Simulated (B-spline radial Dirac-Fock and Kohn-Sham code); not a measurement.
# Rh⁺: eigenvalues, ΔSCF and the reference

System: rhodium as Rh⁺, 1s2 2s2 2p6 3s2 3p6 3d10 4s2 4p6 4d8.

The density-functional columns are spherical, spin-unpolarised Dirac-Kohn-Sham results without Breit or QED terms: −ε is minus the orbital energy of the initial state and ΔSCF the difference of two total energies. The reference in the last column comes from ΔSCF Dirac-Fock with Breit, self-energy and vacuum polarisation, finite nucleus, configuration average. All numbers are from a radial atomic solver, in eV; a selection of levels is shown. The Kohn-Sham columns are given as differences from the reference. For the 1s level of heavy atoms much of the gap between ΔSCF and the reference is the Breit and QED part, -68.1 eV here; for other levels the error of the functional can be larger.

```csv
level,PBE −ε − DF,PBE ΔSCF − DF,LDA −ε − DF,LDA ΔSCF − DF,Dirac-Fock
1s,-203.5,+91.8,-233.2,+61.2,23236.6
2s,-90.4,-40.8,-93.8,-44.0,3435.3
2p1/2,-67.2,-5.1,-68.2,-6.0,3164.7
2p3/2,-69.2,-10.2,-70.1,-11.0,3022.2
3s,-43.6,-27.1,-44.7,-28.1,647.6
3p1/2,-34.2,-17.3,-34.4,-17.5,541.3
3p3/2,-33.9,-17.5,-34.1,-17.7,516.2
4s,-14.5,-7.1,-14.4,-6.9,104.6
4p1/2,-9.9,-2.8,-9.7,-2.5,70.71
4p3/2,-10.0,-2.9,-9.8,-2.8,66.87
4d,-3.8,+2.1,-3.6,+2.4,17.41
```

Values without a named source are computed, but for edge energies of neutral atoms, which are taken from tables.
